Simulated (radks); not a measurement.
Spherical jellium clusters: N electrons in a uniform positive sphere of charge N and radius rs N^(1/3), rs = 4.54 bohr. Method: non-relativistic Kohn-Sham, LDA (Slater exchange, Perdew-Wang correlation), spin-polarised, spherical densities; computed with a radial shooting solver with Libxc functionals. Levels are named by radial order and angular momentum (1s, 1p, 1d, 2s, ...), and open shells are averaged over m. Each electron was tried in the lowest free levels, single moves between levels near the top were tried too, and the lowest total energy was kept; such a search can miss a lower state. Energies include the self-energy of the background; IP and EA are vertical (highest electron removed, lowest free level filled), at fixed background; spill-out counts the electrons outside the background radius R, and alpha is the static dipole polarisability from linear response (closed shells only). A dash means not computed or, for alpha, an open shell; in EA it means that no bound solution was reached, which is typical of self-interaction and does not show that the anion is unstable. Real open-shell clusters deform, which this model forbids.

N        open shells  2S  E/N (eV)  E(N+1) + E(N-1) - 2E(N) (eV)  IP (eV)  EA (eV)  -e(HOMO) (eV)  spill-out (e)  alpha/R^3
1   1s(up 1, down 0)   1    -1.310                             -        -        -          2.775           0.34          -
2               none   0    -1.682                         0.891    4.782        -          2.892           0.50      1.534
3   1p(up 1, down 0)   1    -1.509                        -0.555    3.558        -          2.033           0.77          -
4   1p(up 2, down 0)   2    -1.561                        -0.374    4.002        -          2.470           0.92          -
5   1p(up 3, down 0)   3    -1.667                         0.275    4.242        -          2.747           1.03          -
6   1p(up 3, down 1)   2    -1.692                        -0.305    3.852        -          2.504           1.16          -
7   1p(up 3, down 2)   1    -1.753                        -0.218    4.086    1.486          2.750           1.27          -
8               none   0    -1.827                         0.955    4.236        -          2.925           1.36      1.369
9   1d(up 1, down 0)   1    -1.778                        -0.223    3.221        -          2.028           1.51          -
10  1d(up 2, down 0)   2    -1.761                        -0.187    3.419        -          2.240           1.64          -
11  1d(up 3, down 0)   3    -1.764                        -0.159    3.574    1.295          2.410           1.74          -
12  1d(up 4, down 0)   4    -1.780                        -0.135    3.697    1.447          2.550           1.84          -
13  1d(up 5, down 0)   5    -1.803                         0.296    3.797    1.183          2.668           1.92          -
14  1d(up 5, down 1)   4    -1.803                        -0.146    3.468    1.352          2.392           2.02          -
15  1d(up 5, down 2)   3    -1.812                        -0.125    3.592    1.495          2.527           2.10          -
16  1d(up 5, down 3)   2    -1.827                        -0.108    3.694    1.618          2.640           2.19          -
17  1d(up 5, down 4)   1    -1.848                        -0.094    3.778    1.725          2.737           2.26          -
18              none   0    -1.871                         0.188    3.850    1.573          2.821           2.33      1.282
19  2s(up 1, down 0)   1    -1.882                         0.194    3.640    1.432          2.630           2.48          -
20              none   0    -1.882                         0.265    3.443    1.181          2.469           2.67      1.309
21  1f(up 1, down 0)   1    -1.869                        -0.101    3.189    1.292          2.229           2.75          -
22  1f(up 2, down 0)   2    -1.863                        -0.092    3.273    1.392          2.322           2.83          -
23  1f(up 3, down 0)   3    -1.860                        -0.084    3.348    1.482          2.405           2.90          -
24  1f(up 4, down 0)   4    -1.862                             -    3.415    1.565          2.480           2.96          -

All shells are closed at N = 2, 8, 18, 20 (there: 1s2 1p6 1d10 2s2); the second difference of the energy has clear peaks (12 % above both neighbours; the first and last values, which can be the largest, are not judged, and half-filled shells can peak too) at N = 5, 8, 13, 20.
